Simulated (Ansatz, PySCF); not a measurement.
Noncovalent pair: C2H4 (SMILES C=C) (first 6 atoms) with CH4O (SMILES CO); geometry from B3LYP-D3(BJ)/def2-TZVP, rigid monomers moved along the line of their centres of mass till C1···H12 is 2.23 Å.
(charge 0, multiplicity 1):
```csv
atom,x (Å),y (Å),z (Å)
C,0.7019,0.2081,0.0238
C,-0.6063,0.0269,-0.1008
H,1.1658,1.1668,-0.1740
H,1.3615,-0.5962,0.3268
H,-1.0691,-0.9328,0.0955
H,-1.2663,0.8298,-0.4059
C,-0.1836,-0.5943,3.4510
O,-0.3157,0.7262,2.9541
H,-0.9596,-1.2639,3.0612
H,-0.2902,-0.5431,4.5341
H,0.7978,-1.0273,3.2230
H,-0.2234,0.6968,1.9935
```

Monomers are frozen at their geometry in the pair; levels with a basis set take the counterpoise correction. Rows marked so take none.

Cores are frozen in the correlated methods. Rows in 6-31G* carry no dispersion term and start afresh at each structure (6-31G* with six Cartesian d functions). MP2/6-31G* freezes PySCF's default core.

Codes used: Ansatz (a program for electronic structure); PySCF for 6-31G* rows, the dispersion terms. Values without a source in brackets are computed.

What is the computed interaction energy (B3LYP-D4/def2-TZVPPD)?

-2.3 kcal/mol

Estimate the interaction energy that MP2/6-31G* (no counterpoise) returns for this input.

-2.7 kcal/mol

What is the computed interaction energy (CCSD(T)/aug-cc-pVDZ)?

-1.2 kcal/mol
